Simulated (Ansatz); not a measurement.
A search over several starts for the lowest SCF solution of CrH₄ at the given spin, in a small basis.

```yaml
crystal:
  periodic: [false, false, false]
  atoms:
    - {symbol: Cr, position_ang: [0.182373, -0.000864, 0.127193]}
    - {symbol: H, position_ang: [0.089628, -0.015774, 1.723657]}
    - {symbol: H, position_ang: [1.648522, 0.007502, -0.511447]}
    - {symbol: H, position_ang: [-0.965920, 0.748535, -0.656526]}
    - {symbol: H, position_ang: [-0.954615, -0.739409, -0.682868]}
basis:
  gaussian: {orbitals: def2-SVP}
magnetization: {spin_polarized: true, initial_magnetization: 0}
hamiltonian: {xc: pbe0, dispersion: d4}
output: {orbitals: {seedname: orbitals}}
```

```sh
$ ansatz run in.yaml --threads 2 --pin off --events-out ev --progress --plain --max-ram 4352MiB
```

It prints (some lines left out):

```
Functional definition: PBE0
561 factors; integrals over basis functions are off by at most 8.5e-4 eV
mean field evaluation 1: about -28462.6322 eV, gradient 4.3e1 eV
mean field evaluation 2: about -28363.4602 eV, gradient 9.8e1 eV
mean field evaluation 4: about -28464.0702 eV, gradient 3.9e1 eV
mean field evaluation 8: about -28470.5673 eV, gradient 1.9e-1 eV
mean field evaluation 16: about -28470.6128 eV, gradient 9.5e-3 eV
mean field evaluation 32: about -28470.6758 eV, gradient 6.7e-1 eV
mean field evaluation 64: about -28471.3778 eV, gradient 1.5e0 eV
mean field -28471.52025642 eV, -1046.3090707338 hartree, gradient 3.0e-6 eV, S^2 0.978805; 10 other end points of the search recorded, 0 dependent functions left out
reference -28471.52028400 eV, -1046.3090717474 hartree; 14, 14 occupied and 37, 37 virtual orbitals, 561 factors
Total energy: -28471.56815877 eV, -1046.3108311129 hartree
```

It took 7 s on 2 threads of AMD EPYC 7R43 on a shared host.

Other converged states that the search met: 0.91 eV higher (⟨S²⟩ = 0.00).

The unrestricted singlet has broken spin symmetry (⟨S²⟩ up to 0.98). At PBE0-D4/def2-TZVP a triplet of charge 0 lies 1.09 eV below the unrestricted singlet, which stands at the restricted singlet's geometry.
